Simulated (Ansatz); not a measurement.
Start from `[NH2][AlH][SiH2][SiH2]Cl` and change one atom or group to get `C=C[SiH2][SiH2]Cl`.

Ansatz, PBE0-D4/def2-TZVP geometries, multiplicity 1. Each molecule was computed in one conformer, which needn't be the lowest.

```json
{"property": "HOMO–LUMO gap (B3LYP/def2-TZVPP) / eV", "`[NH2][AlH][SiH2][SiH2]Cl`": "5.80"}
{"property": "LUMO energy (B3LYP/def2-TZVPP) / eV", "`[NH2][AlH][SiH2][SiH2]Cl`": "-1.49"}
{"property": "HOMO–LUMO gap (PBE/def2-TZVPP) / eV", "`[NH2][AlH][SiH2][SiH2]Cl`": "4.29"}
{"property": "HOMO energy (PBE0/def2-TZVPP) / eV", "`[NH2][AlH][SiH2][SiH2]Cl`": "-7.50"}
{"property": "size of the dipole moment (ωB97M-V/def2-TZVPP) / D", "`[NH2][AlH][SiH2][SiH2]Cl`": "0.89"}
{"property": "size of the dipole moment (PBE/def2-TZVPP) / D", "`[NH2][AlH][SiH2][SiH2]Cl`": "0.82"}
```

Question: Give the same properties after the change, and the shifts. (An estimate is asked.)

Answer: Ansatz gave: 
```json
{"property": "HOMO–LUMO gap (B3LYP/def2-TZVPP) / eV", "`C=C[SiH2][SiH2]Cl`": "6.44", "shift": "0.64"}
{"property": "LUMO energy (B3LYP/def2-TZVPP) / eV", "`C=C[SiH2][SiH2]Cl`": "-1.03", "shift": "0.46"}
{"property": "HOMO–LUMO gap (PBE/def2-TZVPP) / eV", "`C=C[SiH2][SiH2]Cl`": "4.79", "shift": "0.50"}
{"property": "HOMO energy (PBE0/def2-TZVPP) / eV", "`C=C[SiH2][SiH2]Cl`": "-7.67", "shift": "-0.17"}
{"property": "size of the dipole moment (ωB97M-V/def2-TZVPP) / D", "`C=C[SiH2][SiH2]Cl`": "1.63", "shift": "0.74"}
{"property": "size of the dipole moment (PBE/def2-TZVPP) / D", "`C=C[SiH2][SiH2]Cl`": "1.50", "shift": "0.68"}
```

With PBE0 the HOMO falls by 0.17 eV and the LUMO rises by 0.48 eV, so the gap widens by about 0.65 eV. PBE moves the HOMO by -0.22 eV and ωB97M-V by -0.27 eV. Dipoles are sizes alone; their direction can turn.

B3LYP here is the variant with VWN-RPA as its local correlation; programs differ in this.
